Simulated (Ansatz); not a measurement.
Mulliken charges of GaH$_{3}$S$_{2}$ (`[SH][GaH][SH]`) from B3LYP/def2-TZVPP in Ansatz (PBE0-D4/def2-TZVP geometry).

```csv
atom,x (Å),y (Å),z (Å),charge (e)
S1,-1.552,-1.067,-0.381,-0.246
Ga2,0.322,-0.007,-0.825,0.325
S3,1.411,1.044,0.768,-0.246
H4,-1.558,-0.763,0.927,0.100
H5,0.880,-0.001,-2.275,-0.035
H6,0.539,0.731,1.740,0.100
```

Question: By hand: the dipole of these point charges (1 e Å = 4.8032 D).

Answer: Σ q r = (0.007, 0.000, -0.017) e Å, of length 0.018 e Å = 0.09 D.

Question: How does the dipole of the full density compare? (Estimate.)

Answer: The calculation gave: (-0.042, 0.000, 0.110) e Å, 0.57 D; the point charges give 0.16 times that, at 179° from its direction, so they point the opposite way.

Point charges leave out the atoms' own dipoles, such as those of lone pairs, and Mulliken's split depends on the basis, so the two needn't agree.

B3LYP here is the variant with VWN-RPA as its local correlation; programs differ in this.
